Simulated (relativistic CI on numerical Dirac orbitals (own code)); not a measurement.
Ru19+: sensitivity of the levels to the model

Base calculation: Dirac-Coulomb-Breit CI, orbitals from a KLI potential per configuration, a model potential for QED, unscaled Slater integrals.

Configurations in the expansion (outside the closed core [Ne]): 3s²3p⁶3d⁷, 3s²3p⁵3d⁸, 3s²3p⁴3d⁹, 3s3p⁶3d⁸, 3p⁶3d⁹, 3s3p⁵3d⁹, 3s²3p⁶3d⁶4s, 3s²3p⁶3d⁶4p, 3s²3p⁶3d⁶4d, 3s²3p⁶3d⁶4f, 3s²3p⁶3d⁵4s², 3s²3p⁵3d⁷4s, 3s²3p⁴3d⁸4s, 3s²3p⁶3d⁵4s4p, 3s²3p⁴3d⁸4p, 3s²3p⁵3d⁷4p, 3s²3p⁶3d⁶5s, 3s²3p⁶3d⁵4p², 3s²3p⁶3d⁶5p, 3s²3p⁶3d⁵4s4d, 3s²3p⁴3d⁸4d, 3s3p⁵3d⁸4s, 3s²3p⁶3d⁶5d, 3s²3p⁵3d⁷4d, 3s3p⁶3d⁷4s, 3s3p⁵3d⁸4p, 3s²3p⁶3d⁶5f, 3s²3p⁵3d⁶4s², 3s²3p⁶3d⁶5g, 3s3p⁶3d⁷4p, 3s²3p⁶3d⁶6s, 3s3p⁵3d⁸4d, 3p⁶3d⁸4s, 3s²3p⁶3d⁶6p, 3s²3p⁶3d⁶6d, 3p⁶3d⁸4p. Levels of other configurations are missing.

Variants: (1) P86 correlation estimate; (2) Breit term removed; (3) non-relativistic limit. Shifts of the energy above 3s²3p⁶3d⁷ ⁴F9/2, in cm⁻¹, for the lowest level and the first level of each name with at least 55 % of one term (blank where a level changes its place among those of its configuration and J or its character, or is not in the variant):

| Level | Base | Δ(1) | Δ(2) | Δ(3) |
| --- | --- | --- | --- | --- |
| 3s²3p⁶3d⁷ ⁴F9/2 | 0 | 0 | 0 | 0 |
| 3s²3p⁶3d⁷ ⁴F7/2 | 28926 | 0 | +636 | -28926 |
| 3s²3p⁶3d⁷ ⁴F5/2 | 39274 | +1 | +146 | -39274 |
| 3s²3p⁶3d⁷ ⁴F3/2 | 43281 | +3 | -651 | -43281 |
| 3s²3p⁶3d⁷ ⁴P5/2 | 70886 | +5 | -191 | -18641 |
| 3s²3p⁶3d⁷ ²G9/2 | 73993 | -1 | +894 | -16553 |
| 3s²3p⁶3d⁷ ⁴P1/2 | 82808 | +6 | +69 | -30563 |
| 3s²3p⁶3d⁷ ²G7/2 | 97730 | 0 | +1424 | -40289 |
| 3s²3p⁶3d⁷ ²H11/2 | 101361 | -3 | +2026 | -21871 |
| 3s²3p⁶3d⁷ ²D5/2 | 109310 | +5 | +884 | -33072 |
| 3s²3p⁶3d⁷ ²P1/2 | 122746 | +6 | +1482 | -55826 |
| 3s²3p⁶3d⁷ ²H9/2 | 131243 | -3 | +2773 | -51754 |
| 3s²3p⁶3d⁷ ²F5/2 | 150625 | +4 | -6 | -22409 |
| 3s²3p⁶3d⁷ ²D3/2 | 152876 | +5 | +2141 | -76638 |
| 3s²3p⁶3d⁷ ²F7/2 | 166850 | +4 | +1805 | -38634 |
| 3s²3p⁵3d⁸ ⁴G°11/2 | 1305515 | +1230 | +4101 | -43844 |
| 3s²3p⁵3d⁸ ²F°7/2 | 1349361 | +1238 | +3391 |  |
| 3s²3p⁵3d⁸ ²D°5/2 | 1353138 | +1242 | +2967 |  |
| 3s²3p⁵3d⁸ ⁴G°9/2 | 1359070 | +1235 | +4856 | -97400 |
| 3s²3p⁵3d⁸ ²D°3/2 | 1411339 | +1246 | +4051 | -103752 |
| 3s²3p⁵3d⁸ ²S°1/2 | 1413433 | +1254 | +3244 | -72010 |
| 3s²3p⁵3d⁸ ⁴D°1/2 | 1473071 | +1261 | +4187 | -128267 |

At this charge energies of transitions that change n are usually good to better than 1 %, and those within a shell (Δn = 0) to a few per cent. Terms inside the open d or f shell come out 10 to 20 % too wide with unscaled integrals.

Ionisation energy from the two ground configurations alone: base 845.404 eV; P86 correlation estimate 847.313 eV; Breit term removed 845.613 eV. The NIST ASD value (theoretical) is 845 eV.

LS names give the leading component of a level, which can be under half, so a name can repeat, a term be missing and a line seem to break the LS rules.
